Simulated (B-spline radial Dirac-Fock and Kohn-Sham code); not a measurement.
## The Eu-like isoelectronic sequence (63 electrons), Z = 63 to 76

Calculated with a B-spline atomic structure program, using Dirac-Fock ΔSCF + Breit + QED. Binding energies in eV, tabulated ground configurations. Correlation energy is missing from these numbers.

```
  ion           configuration      3s   3d5/2  4d5/2     4f  outermost level  NIST ionisation energy
   Eu            [Xe] 4f7 6s2  1809.6  1136.3  143.8   5.55        4.74 (6s)                5.670385
  Gd⁺        [Xe] 4f7 5d1 6s1  1905.0  1205.6  164.9  19.70       11.09 (6s)           12.076 ± 0.02
 Tb²⁺                [Xe] 4f9       ?       ?      ?      ?                ?                       ?
 Dy³⁺                [Xe] 4f9  2089.2  1335.2  198.9  40.59       40.59 (4f)            41.23 ± 0.08
 Ho⁴⁺                [Xe] 4f9  2199.4  1416.4  228.7  63.26       63.26 (4f)                       –
 Er⁵⁺  [Kr] 4d10 4f10 5s2 5p5  2304.8  1492.0  254.1  81.63       81.63 (4f)                       –
 Tm⁶⁺  [Kr] 4d10 4f11 5s2 5p4  2413.4  1569.8  280.7  101.1       101.1 (4f)                       –
 Yb⁷⁺  [Kr] 4d10 4f12 5s2 5p3  2525.3  1649.7  308.6  121.6       121.6 (4f)                       –
 Lu⁸⁺  [Kr] 4d10 4f13 5s2 5p2  2640.6  1731.8  337.6  143.2       143.2 (4f)                 159 ± 8
 Hf⁹⁺  [Kr] 4d10 4f13 5s2 5p2  2770.1  1826.6  375.8  173.9       172.9 (5p)                       –
Ta¹⁰⁺  [Kr] 4d10 4f13 5s2 5p2  2904.4  1924.8  416.1  206.6       197.8 (5p)                213 ± 11
 W¹¹⁺  [Kr] 4d10 4f13 5s2 5p2  3043.4  2026.4  458.4  241.3       223.9 (5p)                       –
Re¹²⁺  [Kr] 4d10 4f13 5s2 5p2  3187.1  2131.3  502.7  278.1       251.3 (5p)                       –
Os¹³⁺  [Kr] 4d10 4f13 5s2 5p2  3335.6  2239.5  548.9  316.8       280.1 (5p)                       –
```

Problem. Fill in the row of Tb²⁺.

Solution. 3s 1984.1, 3d5/2 1258.1, 4d5/2 171.7, 4f 20.59, outermost 20.59 (4f), NIST 21.82 ± 0.03 eV.

NIST's values are for the lowest levels; a dash marks a value that is missing or belongs to another shell. Their kind here: measured, semi-empirical, theoretical. Where a p, d or f shell is open in either ion the computed value averages over both j values and all terms, while the table refers to the lowest levels; that difference holds spin-orbit splitting (largest in heavy or highly charged ions), term energies where several electrons share open shells, and correlation, and it can reach 10 % or more.
